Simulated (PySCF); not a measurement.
# Mayer bond orders and bond lengths

Species: [Al(OH)6]3- (charge -3).
Cartesian coordinates in Å at the PBE0-D3(BJ)/def2-SVP level; atoms count from 1:
```xyz
13
AlH6O6 angstrom
Al     0.0030   -0.0033    0.0005
O      0.1143   -0.0874    1.9968
H      0.0359   -1.0447    1.8407
O     -0.1093    0.0787   -1.9941
H     -0.0324    1.0365   -1.8401
O      1.9970   -0.1181    0.0997
H      1.8327   -0.0360    1.0557
O     -1.9914    0.1111   -0.0956
H     -1.8298    0.0309   -1.0519
O     -0.0902    1.9882   -0.1236
H     -1.0472    1.8291   -0.0455
O      0.0956   -1.9991    0.1280
H      1.0524   -1.8380    0.0516
```

Bond orders from the PBE0/pcSseg-1 (pcSseg-2 on Al) density (PySCF). Whether so highly charged an anion holds all its electrons in the gas phase wasn't checked; a finite basis holds them in any case. No counter-ion or solvent screens the charge of this multiply charged ion. The pcSseg-1 basis has no diffuse functions, a weakness for an anion. The HOMO energy is positive at this level (+7.16 eV), so the outermost electrons may be held by the finite basis alone.

(1) Set the Mayer orders of the bonds between heavy atoms beside their lengths.

(2) And the bonds to hydrogen?

(3) Sum the orders of all bonds at each heavy atom with more than one neighbour.

## Answers

(1) 
```
   bond  length (Å)  Mayer order
 Al1–O2       2.001        0.693
 Al1–O4       1.999        0.694
 Al1–O6       2.000        0.695
 Al1–O8       2.000        0.693
Al1–O10       1.998        0.696
Al1–O12       2.002        0.693
```

(2) H–O: 0.92 (6 bonds).

(3) Al1 4.164, O2 1.610, O4 1.611, O6 1.611, O8 1.610, O10 1.612, O12 1.610. Orders between atoms that aren't bonded are not in these sums.

For a closed shell the Mayer order of atoms A and B is Σ (PS)μν (PS)νμ over the basis functions μ on A and ν on B, with P the density and S the overlap matrix.
